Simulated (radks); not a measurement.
All-electron atom: Lu XI in [Kr] 4d10 4f9 5s2 5p4 (not the ground configuration). Method: scalar-relativistic Kohn-Sham, PBE, spin-polarised, spherical densities, finite nucleus; open shells are filled with parallel spins first (spin-orbit coupling, left out, can overturn this in heavy ions); Fermi nuclear charge, rms radius 5.37 fm; computed with a radial shooting solver on a logarithmic mesh with Libxc functionals.

Normalised radial functions P(r) = r R(r), r in bohr:

r,4d down
0.0008095,0.0000
0.0009274,0.0000
0.001063,0.0000
0.001217,0.0000
0.001395,0.0000
0.001598,0.0001
0.001816,0.0001
0.002081,0.0001
0.002384,0.0002
0.002731,0.0002
0.003129,0.0003
0.003585,0.0005
0.004107,0.0007
0.004705,0.0010
0.00539,0.0015
0.006176,0.0021
0.007075,0.0031
0.008106,0.0044
0.009213,0.0062
0.01056,0.0089
0.01209,0.0127
0.01385,0.0180
0.01587,0.0255
0.01819,0.0358
0.02083,0.0501
0.02387,0.0694
0.02735,0.0954
0.03133,0.1296
0.0359,0.1740
0.04113,0.2303
0.04712,0.2999
0.05355,0.3780
0.06135,0.4732
0.07029,0.5777
0.08053,0.6846
0.09226,0.7832
0.1057,0.8587
0.1211,0.8924
0.1387,0.8644
0.159,0.7563
0.1821,0.5566
0.2086,0.2658
0.239,-0.0991
0.2739,-0.5036
0.3113,-0.8772
0.3566,-1.2151
0.4086,-1.4445
0.4681,-1.5347
0.5363,-1.4823
0.6144,-1.3114
0.7039,-1.0651
0.8064,-0.7931
0.9239,-0.5392
1.059,-0.3322
1.213,-0.1835
1.389,-0.0897
1.579,-0.0403
1.809,-0.0148
2.073,-0.0045
2.375,-0.0011
2.721,-0.0002
3.117,0.0000
3.571,0.0000

4d down: eigenvalue -392.53 eV, 1 radial node at r = 0.231 bohr, <r> = 0.532 bohr, 90 % of the charge inside 0.793 bohr.
